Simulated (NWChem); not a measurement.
System: BNH$_{4}$O$_{2}$; SMILES NB(O)O

Input file for NWChem:

```
start job
memory heap 200 mb stack 900 mb global 1100 mb
geometry units angstroms noautosym nocenter noautoz
  B      0.000001     0.006756     0.000000
  O     -1.232142     0.641933     0.000000
  H     -1.175556     1.605211     0.000000
  O      1.219481     0.665953     0.000000
  H      1.144044     1.627935     0.000000
  N      0.013891    -1.405016     0.000000
  H      0.869994    -1.936064     0.000000
  H     -0.831449    -1.953043     0.000000
end
basis spherical
  B library def2-svpd
  O library def2-svpd
  H library def2-svpd
  N library def2-svpd
end
dft
  xc pbe0
  iterations 150
end
property
  response 1 0.0428
end
task dft property
```

Coordinates come from a B3LYP/6-31G* (spherical d) optimisation.

Field at 1065 nm.

Question: What results follow from this input? (PBE0/def2-SVPD.) Quantities: isotropic polarisability (bohr³); anisotropy (bohr³).

Answer: The isotropic polarisability (bohr³) comes out as 32.7 and the anisotropy (bohr³) is 10.9.
